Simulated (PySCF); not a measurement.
## Cl3SeV: core ionisation energies

Compound: VSeCl3 (singlet state).
Bonds: V1–Se2, V1–Cl3, V1–Cl4, V1–Cl5.

Method used: delta-SCF UKS SCAN, pcX-2 on the ionised atom (unc-x2c-TZVPall on a metal), pcseg-1 elsewhere, spin-free X2C (PySCF 2.14.0). Binding energies are ΔSCF values: E(core-ionised, relaxed orbitals) − E(ground state) at a fixed geometry, referred to the vacuum level.

**Question.** List the computed XPS lines with their assignment.

**Answer.** 
| atom(s) | environment | level | binding energy (eV) | 2p1/2 (eV) | count |
| --- | --- | --- | --- | --- | --- |
| Cl3/Cl4/Cl5 | chlorine bonded to V | Cl 2p3/2 | 205.94 | 207.59 | 3 |
| Cl3/Cl4/Cl5 | chlorine bonded to V | Cl 1s | 2828.54 | – | 3 |

**Question.** Which photon wavelength matches the Cl 2p3/2 of Cl3/Cl4/Cl5 threshold?

**Answer.** λ = hc/E = 12398.42 eV Å / 205.94 eV = 60.204 Å.

**Question.** Express the binding energy of Cl 2p3/2 of Cl3/Cl4/Cl5 in atomic units and per mole.

**Answer.** 205.94 eV = 7.5682 Eh = 19870 kJ/mol.

The first atom of each set that the bonding makes equivalent was ionised and stands for the set. Not every level is listed. The 2p values add to the ΔSCF energy of one spin-free hole a correction within the shell (spin–orbit coupling, ligand field). 2p1/2 minus 2p3/2 (ligand field included): Cl 1.65 eV. No level of selenium or vanadium is listed. Geometry: PBE0-D3(BJ)/def2-SVP; no solvent, vibrations or thermal averaging. Metal 2p energies of this one-determinant scheme are less reliable than its 1s energies.
